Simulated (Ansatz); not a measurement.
Ca2Te2, relaxed as a singlet with RKS PBE-D4/def2-SVP in Ansatz, starting from the GFN2-xTB geometry. Force threshold 0.02 eV/Å.

In the def2 sets Te takes a core potential; there is no spin–orbit coupling. The restricted singlet is unstable towards broken spin symmetry in Hartree–Fock (as tested in another run); at PBE-D4/def2-SVP this wasn't settled. Another isomer (singlet) lies 2.06 eV lower at PBE0-D4/def2-TZVP; other spin states weren't run for this one.

Start:

```xyz
4

Ca   -0.1518    1.5455    1.9486
Ca   -0.0144    1.1639   -1.0801
Te   -1.3517   -1.4276   -0.4837
Te    1.5179   -1.2818   -0.3848
```

```csv
step,energy (eV),largest force component (eV/Å),SCF passes
1,-51448.0061,1.086,20
2,-51448.3756,0.568,26
3,-51448.6829,0.569,28
4,-51448.8882,0.366,28
5,-51448.9366,0.043,22
6,-51448.9370,0.009,23
```

Force components are those of the run's own axes.

End:

Cartesian coordinates in Å:
```
Ca -0.1098 0.8907 1.7746
Ca -0.0043 1.2430 -1.5520
Te -1.3540 -1.1367 -0.1633
Te 1.4681 -0.9970 -0.0594
```

Bonds formed: Ca1–Te3, Ca1–Te4 (atoms count from 1).

No frequencies were taken in this run, so the end may be a saddle point.

Hardware: 4 threads of Arm Neoverse V2 on a shared host. Wall time 6.5 s.
